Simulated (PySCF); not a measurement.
## Electron correlation in Rb⁺ (rubidium, charge +1)

[Kr], closed-shell 1S. Computed with PySCF 2.14 in cc-pVDZ-X2C, with scalar relativity by spin-free X2C-1e. Frozen: [Ar] 3d10 4s2; 6 electrons correlated.

Total MP2 correlation energy: -7.95 mhartree.

Same-spin part -2.51 and opposite-spin part -5.44 mhartree; SCS-MP2 scales them by 1/3 and 6/5 to -7.36 mhartree.

```tsv
level	correlation energy (mhartree)
CCSD	-8.70
(T)	-0.04
CCSD(T)	-8.74
```

Diagnostics: T1 = 0.0018, D1 = 0.0026, largest double amplitude 0.013.

Is a single reference adequate?

Yes, within this model without spin-orbit coupling: T1 lies below 0.03 and no double amplitude reaches 0.07.
